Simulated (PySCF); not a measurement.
**KTl⁻: energy against distance**

Set-up: PySCF, scalar-relativistic core potentials, basis sets K def2-SVPD, Tl def2-SVPD with ECP60. Energies in eV from K⁻ + Tl in their ground configurations at the same level. State: ²Π (doublet), unpaired electrons π ↑.

| R (Å) | M06-L |
| --- | --- |
| 3.235 | -0.7470 |
| 3.385 | -0.8134 |
| 3.535 | -0.8434 |
| 3.648 | -0.8491 |
| 3.761 | -0.8444 |
| 3.874 | -0.8321 |
| 4.024 | -0.8074 |
| 4.212 | -0.7680 |
| 4.438 | -0.7148 |
| 4.739 | -0.6422 |

**Question.** Put a parabola through the three lowest points of the M06-L curve and estimate Re, k and ωe (reduced mass 32.74 u; 1 eV/Å² = 0.16022 mdyn/Å; ωe = 1302.8·√(k/μ) cm⁻¹).

**Answer.** Through R = 3.535, 3.648, 3.761 Å the second-order coefficient is 0.407 eV/Å², so Re ≈ 3.653 Å, k ≈ 0.130 mdyn/Å and ωe ≈ 82 cm⁻¹. A polynomial fit of higher order to the unrounded M06-L energies gives Re = 3.648 Å, k = 0.129 mdyn/Å, ωe = 81.9 cm⁻¹; anharmonicity and rounding make the difference.

The higher-order fit for each curve: M06-L: Re = 3.648 Å, ωe = 81.9 cm⁻¹, De = 0.85 eV.

⟨S²⟩ of the unrestricted solution departs from its pure value on part of the curve, where spin states mix. Spin–orbit coupling is left out, which matters for elements this heavy, above all for dissociation energies. For an ion De counts to the pair picked by the measured ionisation energies or electron affinities, which need not be the lowest pair at this level. The highest Kohn–Sham level is positive in this anion. Much of that is self-interaction error, but it also means that the finite basis helps to hold the extra electron. The state is the lowest determinant that a PBE0 search found; another state may lie lower at other levels.
